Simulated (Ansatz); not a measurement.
Geometry optimisation, RKS PBE-D4/def2-SVP in Ansatz 0.2.0.

Input:

```yaml
crystal:
  periodic: [false, false, false]
  atoms:
    - { symbol: Sn, position_ang: [0.010389, -0.592165, -0.301152] }
    - { symbol: H, position_ang: [0.795762, 0.516784, 2.30954] }
    - { symbol: Cl, position_ang: [2.040724, 0.397949, -0.988671] }
    - { symbol: H, position_ang: [-1.120467, 0.577138, 0.22704] }
    - { symbol: Cl, position_ang: [-0.805053, -1.783289, -2.175272] }
    - { symbol: O, position_ang: [0.362922, -1.956076, 1.0826] }
    - { symbol: H, position_ang: [0.612872, -2.80674, 0.669113] }
    - { symbol: H, position_ang: [0.79885, -0.203402, 2.363303] }
basis:
  gaussian: { orbitals: def2-SVP }
hamiltonian:
  xc: pbe
  dispersion: d4
relax:
  f_tol: 0.03
  max_steps: 50
output:
  orbitals: {}
```

Launched with:

```bash
$ ansatz run input.yaml --threads 2 --pin off --max-ram 3072MiB --backend cpu --events-out ev --progress --plain --runs-dir out
```

Q: Where does it end, and by what steps?

A: The forces met the threshold. The force dipped under the threshold on the way, but the program's further checks kept it going. After 26 steps the energy has fallen by 0.109 eV; H2 moved furthest, 1.49 Å.

```json
{"step": "0", "energy less start (eV)": "0.0000", "largest force component (eV/Å)": "1.916", "accepted": "yes"}
{"step": "1", "energy less start (eV)": "-0.0751", "largest force component (eV/Å)": "0.068", "accepted": "yes"}
{"step": "2", "energy less start (eV)": "-0.0856", "largest force component (eV/Å)": "0.126", "accepted": "yes"}
{"step": "3", "energy less start (eV)": "-0.0846", "largest force component (eV/Å)": "0.559", "accepted": "no"}
{"step": "4", "energy less start (eV)": "-0.0889", "largest force component (eV/Å)": "0.060", "accepted": "yes"}
{"step": "5", "energy less start (eV)": "-0.0899", "largest force component (eV/Å)": "0.028", "accepted": "yes"}
{"step": "6", "energy less start (eV)": "-0.0815", "largest force component (eV/Å)": "0.756", "accepted": "no"}
{"step": "7", "energy less start (eV)": "-0.0925", "largest force component (eV/Å)": "0.170", "accepted": "yes"}
{"step": "8", "energy less start (eV)": "-0.0937", "largest force component (eV/Å)": "0.247", "accepted": "yes"}
{"step": "9", "energy less start (eV)": "-0.0973", "largest force component (eV/Å)": "0.041", "accepted": "yes"}
{"step": "10", "energy less start (eV)": "-0.0988", "largest force component (eV/Å)": "0.163", "accepted": "yes"}
{"step": "11", "energy less start (eV)": "-0.0994", "largest force component (eV/Å)": "0.156", "accepted": "yes"}
{"step": "12", "energy less start (eV)": "-0.1005", "largest force component (eV/Å)": "0.141", "accepted": "yes"}
{"step": "13", "energy less start (eV)": "-0.1016", "largest force component (eV/Å)": "0.122", "accepted": "yes"}
{"step": "14", "energy less start (eV)": "-0.1031", "largest force component (eV/Å)": "0.123", "accepted": "yes"}
{"step": "15", "energy less start (eV)": "-0.1041", "largest force component (eV/Å)": "0.172", "accepted": "yes"}
{"step": "16", "energy less start (eV)": "-0.1047", "largest force component (eV/Å)": "0.142", "accepted": "yes"}
{"step": "17", "energy less start (eV)": "-0.1057", "largest force component (eV/Å)": "0.073", "accepted": "yes"}
{"step": "18", "energy less start (eV)": "-0.1065", "largest force component (eV/Å)": "0.046", "accepted": "yes"}
{"step": "19", "energy less start (eV)": "-0.1073", "largest force component (eV/Å)": "0.124", "accepted": "yes"}
{"step": "20", "energy less start (eV)": "-0.1078", "largest force component (eV/Å)": "0.099", "accepted": "yes"}
{"step": "21", "energy less start (eV)": "-0.1084", "largest force component (eV/Å)": "0.050", "accepted": "yes"}
{"step": "22", "energy less start (eV)": "-0.1088", "largest force component (eV/Å)": "0.051", "accepted": "yes"}
{"step": "23", "energy less start (eV)": "-0.1090", "largest force component (eV/Å)": "0.073", "accepted": "yes"}
{"step": "24", "energy less start (eV)": "-0.1091", "largest force component (eV/Å)": "0.072", "accepted": "yes"}
{"step": "25", "energy less start (eV)": "-0.1093", "largest force component (eV/Å)": "0.046", "accepted": "yes"}
{"step": "26", "energy less start (eV)": "-0.1095", "largest force component (eV/Å)": "0.016", "accepted": "yes"}
```

```xyz
8
Properties=species:S:1:pos:R:3
Sn -0.161 -0.576 -0.799
H 1.242 -0.051 3.618
Cl 1.891 0.261 -1.608
H -1.347 0.645 -0.604
Cl -0.839 -2.247 -2.321
O 0.140 -1.419 0.985
H 0.836 -2.104 0.933
H 0.934 -0.361 2.983
```

Whether the end is a true minimum wasn't checked by a vibrational analysis.

The run took 36 s on 2 threads of AMD EPYC 7R43 64-Core Processor (Zen 3), on a shared host, peak memory 0.15 GiB.
